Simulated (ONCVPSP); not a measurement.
## vanadium: excitation energies, all-electron against ONCV

ONCVPSP 4.0.1 input, shortened (lines: element, Z, core and valence counts, functional; n l f; lmax; l rc ep ncon nbas qcut; lloc lpopt rc5 dvloc0; l nproj debl; icmod fcfact rcfact), revPBE, scalar-relativistic:

```
  V 23.00    3    4  -102130      upf
    1    0    2.00
    2    0    2.00
    2    1    6.00
    3    0    2.00
    3    1    6.00
    3    2    3.00
    4    0    2.00
    2
    0    1.65    0.00    3    6    6.60
    1    1.40    0.00    3    7    8.30
    2    1.90    0.00    3    7   10.00
    4    4    0.95    2.00
    0    2    3.60
    1    2    0.60
    2    2    2.10
    2    0.75    0.90
```

In the p channel the program set the typed energies aside and used -1.619, 0.250 Ha.

Energies are relative to the spin-unpolarised reference configuration 3s2 3p6 3d3 4s2; without spin polarisation the order of configurations can differ from experiment.

```json
{"valence configuration": "3s2 3p6 3d3 4s0", "charge": "+2", "ΔE all-electron (eV)": "21.809", "error AE − PS (meV)": "-0.9"}
{"valence configuration": "3s2 3p6 3d2 4s0", "charge": "+3", "ΔE all-electron (eV)": "50.611", "error AE − PS (meV)": "+46"}
```

Q: What are ΔE and the potential's error for 3s2 3p6 3d3 4s0 4p2?

A: ΔE = 6.789 eV all-electron; the error (AE − PS) is -0.9 meV.

Q: What are ΔE and the potential's error for 3s2 3p6 3d3 4s1?

A: ΔE = 7.661 eV all-electron; the error (AE − PS) is -0.1 meV.
